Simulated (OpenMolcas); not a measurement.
# Pt5+: from CASSCF to CASPT2

```yaml
Program: OpenMolcas 26.06
Basis: ANO-R3 [9s7p6d4f2g2h]
Scalar_Hamiltonian: X2C, finite nucleus
Active_space: 5 electrons in 5 orbitals (5d)
State_averaging: 2S+1 = 6 even, 1 root; 2S+1 = 4 even, 24 roots; 2S+1 = 2 even, 75 roots
Spin-orbit_coupling: state interaction with AMFI integrals over the reference wave functions, term energies averaged over their components
```

Methods on the same reference wave functions:
A. CASSCF
B. SS-CASPT2, IPEA 0.25 Eh, imaginary shift 0.1 Eh (closed shells correlated: 5s 5p)
C. MS-CASPT2, IPEA 0.25 Eh, imaginary shift 0.1 Eh (closed shells correlated: 5s 5p)

Energies in cm⁻¹ above 5d⁵ ⁶S_5/2.

```json
{"Level": "5d⁵ ⁶S_5/2", "A": "0.0", "B": "0.0", "C": "0.0"}
{"Level": "5d⁵ ⁴G_7/2 [60 %]", "A": "29419", "B": "25340", "C": "25340"}
{"Level": "5d⁵ ⁴G_11/2", "A": "30660", "B": "27020", "C": "27020"}
{"Level": "5d⁵ ⁴G_9/2", "A": "32062", "B": "28330", "C": "28330"}
{"Level": "5d⁵ ⁴P_1/2 [59 %]", "A": "34967", "B": "30290", "C": "30290"}
{"Level": "5d⁵ ⁴D_7/2 [60 %]", "A": "39089", "B": "34220", "C": "34220"}
{"Level": "5d⁵ ²I_11/2 [71 %]", "A": "44237", "B": "40170", "C": "40170"}
{"Level": "5d⁵ ⁴D_1/2 [66 %]", "A": "44589", "B": "39620", "C": "39620"}
{"Level": "5d⁵ ²I_13/2", "A": "48490", "B": "44430", "C": "44430"}
{"Level": "5d⁵ ⁴F_3/2 [52 %]", "A": "49214", "B": "43450", "C": "43450"}
{"Level": "5d⁵ ²H_9/2 [51 %]", "A": "57011", "B": "51430", "C": "51430"}
{"Level": "5d⁵ ²G_7/2(1) [52 %]", "A": "59462", "B": "52690", "C": "52690"}
{"Level": "5d⁵ ²F_7/2(1) [60 %]", "A": "63487", "B": "57600", "C": "57600"}
{"Level": "5d⁵ ²H_11/2 [70 %]", "A": "67388", "B": "62600", "C": "62600"}
{"Level": "5d⁵ ²S_1/2", "A": "68807", "B": "59820", "C": "59820"}
{"Level": "5d⁵ ²D_3/2(2)", "A": "76423", "B": "67590", "C": "67590"}
{"Level": "5d⁵ ²G_9/2(2)", "A": "84468", "B": "75160", "C": "75160"}
{"Level": "5d⁵ ²G_7/2(2)", "A": "87344", "B": "78190", "C": "78190"}
{"Level": "5d⁵ ²P_3/2", "A": "97106", "B": "84030", "C": "84030"}
{"Level": "5d⁵ ²P_1/2", "A": "102640", "B": "89860", "C": "89860"}
{"Level": "5d⁵ ²D_5/2(3)", "A": "110269", "B": "97550", "C": "97550"}
{"Level": "5d⁵ ²D_3/2(3)", "A": "113657", "B": "100720", "C": "100720"}
```

Between B and C no level of the table moves by more than 5 cm-1.

From A to B the spin-free energies of the other terms of 5d⁵ shown, above ⁶S, scale by factors of 0.84 to 0.89, as is usual when dynamic correlation screens the repulsion within a d or f shell.

The lowest spin-free term lies below A's lowest term by 0.352 hartree in B, 0.352 hartree in C.

CASPT2 breaks the degeneracy within a term, and the mean is taken; among the terms shown or strongly mixed into the levels shown the widest spread is 420 cm-1 (5d⁵ ⁴F, C). Without dynamic correlation excited terms often stand tens of per cent too high (terms of higher spin than the ground term too low), and those without a measured partner can miss by more than the paired ones (holds for A). Blocks of more than 70 roots (2S+1 = 2 even) ran without multistate coupling (holds for C). Only configurations of the active space appear. Levels that lie high or do not pair safely by name in every column are left out.

A share in square brackets marks a mixed level and gives the weight of the term that names it, the lowest over the columns. A number in round brackets counts repeated terms of one configuration in the order of the reference energies.
